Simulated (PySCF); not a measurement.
## A small calculation by hand: oscillator strength and radiative lifetime

B(F)2(GeH3) (BF₂GeH₃), SMILES F[B](F)[GeH3].

Geometry: B3LYP-D3(BJ)/def2-SVP.

TDDFT-CAM-B3LYP/def2-SVPD run with PySCF puts the first singlet state with f over 0.02 at 6.67 eV (vertical), with the transition dipole (0.203, -0.168, -0.396) in atomic units.

Task: Find the oscillator strength, the wavelength and the radiative lifetime that this transition would have in vacuum if emission retraced absorption.

Result: 
|μ|² = 0.2262 au, so |μ| = 1.21 D. ΔE = 6.67/27.211 = 0.2451 hartree. f = (2/3) ΔE |μ|² = 0.037 (the program prints 0.037).
λ = 1239.84/6.67 = 186 nm; ν = 53797 cm⁻¹.
Einstein's coefficient A = 0.6670 ν² f s⁻¹ (ν in cm⁻¹) = 7.1e7 s⁻¹, so τ = 1/A = 14 ns. This state is S1. The figure is the radiative limit of this one transition; relaxation, internal conversion, crossing to triplets and a medium change what is measured.
